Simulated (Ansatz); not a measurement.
## GaCl3 (gallium trichloride (monomer)): methods side by side

GaCl3: 4 atoms, total charge 0, spin state singlet. As SMILES, `[Cl][Ga]([Cl])[Cl]`. Geometry: optimised at B3LYP/def2-SVP.

```csv
atom,x (Å),y (Å),z (Å)
Cl,0.8771,0.3761,1.9105
Ga,0.0138,-0.0151,-0.0051
Cl,-0.0916,-2.0191,-0.7405
Cl,-0.7438,1.5977,-1.1853
```

Each level gives the dissociation energy of the Cl3–Ga2 bond into doublet Cl and doublet GaCl2 (shapes relaxed at B3LYP/def2-SVP, no zero-point term) (eV). The values are calculated.

| level | kind | program | value (eV) | less CCSD(T)/def2-SVP | CPU time (all runs) |
| --- | --- | --- | --- | --- | --- |
| SVWN5/def2-SVP | LDA | Ansatz | 4.84 | +0.67 | 2.3 s |
| BLYP/def2-SVP | GGA | Ansatz | 3.90 | -0.27 | 3.9 s |
| B3LYP/def2-SVP | global hybrid | Ansatz | 4.01 | -0.16 | 6.1 s |
| PBE0-D4/def2-SVP | global hybrid | Ansatz | 4.28 | +0.11 | 6.3 s |
| wB97M-V/def2-SVP | range-separated hybrid | Ansatz | 4.37 | +0.20 | 27 s |
| B2PLYP/def2-SVP | double hybrid | Ansatz | 4.15 | -0.02 | 8.9 s |
| MP2/def2-SVP | perturbation theory | Ansatz | 4.35 | +0.18 | 2.7 s |
| CCSD(T)/def2-SVP | coupled cluster or CI | Ansatz | 4.17 | 0.00 | 7.4 s |

CCSD(T)/def2-SVP is the highest level here, not the true value. All-electron rows without a relativistic Hamiltonian named are non-relativistic. The values span 3.90 to 4.84 eV. Measured bond enthalpies also hold zero-point and thermal terms, a few tenths of an eV less. In the correlated wave-function rows the outer d shell of Ga is correlated, in sets not made for it. In so small a basis fixed costs decide the times, and correlated methods can beat functionals. CPU times are rough (shared hosts, several kinds of processor and program).
